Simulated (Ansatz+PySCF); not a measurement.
Two shapes of singlet ScF₃.

Shape 1:

```xyz
4

Sc    0.0000    0.0000    0.0000
F     1.8221    0.0000    0.0000
F    -0.9111    1.5780    0.0000
F    -0.9111   -1.5780    0.0000
```

Shape 2:

```xyz
4

Sc    0.0000    0.0000    0.0000
F     1.9679    0.0000    0.0000
F    -0.9839    1.7043    0.0000
F    -0.9839   -1.7043    0.0000
```

Basis set: def2-SVP (spherical functions). Frozen core: 8 orbitals. Charge 0, multiplicity 1.

Computed with Ansatz (development build ahead of 0.2.0); each method stands on the lowest determinant of its kind that the runs found.

Which shape is lower in energy, and by how much in each method?

| method | E(2) − E(1) (eV) |
| --- | --- |
| UHF | 0.637 |
| RHF-MP2 | 0.625 |
| UHF-MP2 | 0.625 |
| RHF-CCSD | 0.619 |
| RHF-CCSD(T) | 0.605 |

Shape 1 is lower.
